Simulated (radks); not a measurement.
Problem. Species: Tb19+. Configuration: [Kr] 4d10. Calculated with a radial shooting solver on a logarithmic mesh with Libxc functionals: scalar-relativistic Kohn-Sham, PBE, spin-unpolarised, spherical densities, point nucleus. Some entries of the table are withheld. Estimate them.

| orbital | occ. | eigenvalue (eV) | <1/r> (bohr^-1) |
|---|---|---|---|
| 1s | 2 | -52348.42 | 73.12 |
| 2s | 2 | (1) | 16.97 |
| 2p | 6 | -8126.646 | 15.80 |
| 3s | 2 | -2400.524 | 6.246 |
| 3p | 6 | -2104.756 | 5.864 |
| 3d | 10 | (2) | 5.559 |
| 4s | 2 | (3) | 2.743 |
| 4p | 6 | -737.9706 | 2.553 |
| 4d | 10 | -598.4201 | 2.331 |
| 5s | 0 | -405.6755 | 1.394 |
| 5p | 0 | -366.7546 | 1.305 |

Solution. 
(1) 2s eigenvalue (eV): -9085.745
(2) 3d eigenvalue (eV): -1719.906
(3) 4s eigenvalue (eV): -839.8750
